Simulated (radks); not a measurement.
Values are calculated unless marked as measured or tabulated.
Isoelectronic series with 37 electrons, each ion in its NIST ground configuration. Level of theory: scalar-relativistic Kohn-Sham, PBEsol, spin-polarised, spherical densities, finite nucleus; open shells are filled with parallel spins first (spin-orbit coupling, left out, can overturn this in heavy ions); Fermi nuclear charge, rms radius of each element as measured or else 0.836 A^(1/3) + 0.57 fm (a radial shooting solver on a logarithmic mesh with Libxc functionals). Total energies (hartree) and mean radii <r> (bohr):

ion,configuration,E (hartree),4p down,4p up,4s down,4s up
Rb,[Kr] 5s1,-2979.32183,1.722,1.731,1.454,1.456
Sr+,[Kr] 5s1,-3177.33510,1.557,1.565,1.354,1.356
Zr3+,[Kr] 4d1,-3594.88172,1.338,1.343,1.200,1.204
Nb4+,[Kr] 4d1,-3814.43544,1.249,1.252,1.134,1.137
Mo5+,[Kr] 4d1,-4041.17200,1.172,1.174,1.075,1.077
Tc6+,[Kr] 4d1,-4275.11613,1.105,1.107,1.022,1.024
Ru7+,[Kr] 4d1,-4516.28957,1.047,1.048,0.9748,0.9760
Rh8+,[Kr] 4d1,-4764.72444,0.9944,0.9951,0.9316,0.9325
Pd9+,[Kr] 4d1,-5020.44923,0.9476,0.9482,0.8921,0.8929
Cd11+,[Kr] 4d1,-5553.90508,0.8671,0.8673,0.8228,0.8233
In12+,[Kr] 4d1,-5831.71003,0.8321,0.8322,0.7921,0.7925
Sn13+,[Kr] 4d1,-6116.94807,0.7999,0.8000,0.7637,0.7639
Sb14+,[Kr] 4d1,-6409.66176,0.7703,0.7703,0.7372,0.7374
Te15+,[Kr] 4d1,-6709.89013,0.7429,0.7429,0.7125,0.7127
I16+,[Kr] 4d1,-7017.68415,0.7174,0.7174,0.6895,0.6896
Xe17+,[Kr] 4d1,-7333.08277,0.6937,0.6937,0.6678,0.6679

Estimate the row of Ag10+ ([Kr] 4d1).

Answer. E (hartree) -5283.49886; 4p down 0.9054; 4p up 0.9058; 4s down 0.8560; 4s up 0.8566.
